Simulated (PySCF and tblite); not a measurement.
Values are calculated unless marked as measured or tabulated.
C6H14OSi, numbered as in [CH3:1][O:2][C@H:3]1[CH2:4][CH2:5][C@H:6]([CH3:7])[SiH2:8]1. Conformers came from 90 starts (ETKDG, MMFF94s, GFN2-xTB); geometries are GFN2-xTB. Free energies are PBE0-D3(BJ)/6-31G* single points with GFN2-xTB rigid-rotor and vibrational terms (modes under about 100 cm⁻¹ blended into free rotors). Symmetry numbers and mirror images are counted. Conformers within 2.5 kcal/mol (GFN2-xTB free energy) were kept, 6 at most. GIAO shieldings: PBE0/6-31G*. Shifts are against TMS (¹H), TMS (¹³C), TMS (²⁹Si) at the same level; of two unlike H on one atom, a is the less shielded. Codes: tblite and PySCF.

Torsions listed: C1–O2–C3–Si8. The 5-ring runs over atoms 3–4–5–6–8.

| conformer | shape | point group | mirror pair | ΔE(DFT) | Δ(G−E) at 298.15 K | δ H4b (ppm) |
| --- | --- | --- | --- | --- | --- | --- |
| 1 | 5-ring twist (ring torsions 51, -37, 13, 13, -37°); -84° | C1 | no | 0.00 | 0.00 | 1.72 |
| 2 | 5-ring twist (ring torsions -52, 38, -14, -13, 37°); -73° | C1 | no | 0.39 | -0.14 | 2.41 |
| 3 | 5-ring twist (ring torsions 51, -37, 12, 14, -38°); -171° | C1 | no | 0.95 | -0.19 | 1.17 |
| 4 | 5-ring between envelope and twist (ring torsions -51, 40, -16, -10, 35°); -174° | C1 | no | 1.01 | -0.25 | 2.50 |

Energies in kcal/mol; the thermal term leaves out symmetry numbers and mirror images.

Task: Work out the weights at 298.15 K and the ¹H shift of H4b under fast exchange.

Result: RT = 0.592 kcal/mol. Each conformer gets RT ln(σ/g), with σ the rotational symmetry number and g = 2 for a mirror pair: 1: σ = 1, g = 1, G = 0.00 + 0.00 + 0.00 = 0.00, 0.00 above the lowest, exp(−ΔG/RT) = 1.000; 2: σ = 1, g = 1, G = 0.39 − 0.14 + 0.00 = 0.25, 0.25 above the lowest, exp(−ΔG/RT) = 0.652; 3: σ = 1, g = 1, G = 0.95 − 0.19 + 0.00 = 0.76, 0.76 above the lowest, exp(−ΔG/RT) = 0.277; 4: σ = 1, g = 1, G = 1.01 − 0.25 + 0.00 = 0.76, 0.76 above the lowest, exp(−ΔG/RT) = 0.279. The sum is 2.208, so the weights are 45.3, 29.5, 12.5, 12.6 %. The averaged shift is 1.95 ppm. At 298.15 K the leading conformer alone gives 1.72 ppm and bare DFT energies give 1.92 ppm.
